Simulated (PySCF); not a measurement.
**Excitation energy of Te⁺ by level of theory**

Te⁺ [Kr] 4d10 5s2 5p3 (4S) → Te⁺ [Kr] 4d10 5s1 5p4 (4P), as a difference of total energies. Calculation: PySCF 2.14, in x2c-TZVPPall; the spin-free X2C one-electron Hamiltonian (Gaussian nucleus). Correlated levels: valence: [Kr] 4d10 frozen. The calculations carry no spin-orbit coupling.

| method | excitation energy (eV) |
| --- | --- |
| UHF | 9.303 |
| MP2 (valence) | 9.275 |
| SCS-MP2 (valence) | 9.266 |
| CCSD (valence) | 8.858 |
| CCSD(T) (valence) | 8.764 |

**Question.** How much does correlation contribute at CCSD(T) (valence)?

**Answer.** 8.764 − (9.303) = -0.539 eV, measured against UHF.

The coupled-cluster amplitudes are large for the upper state (T1 above 0.03 or a double amplitude above 0.15), so a single reference is strained.
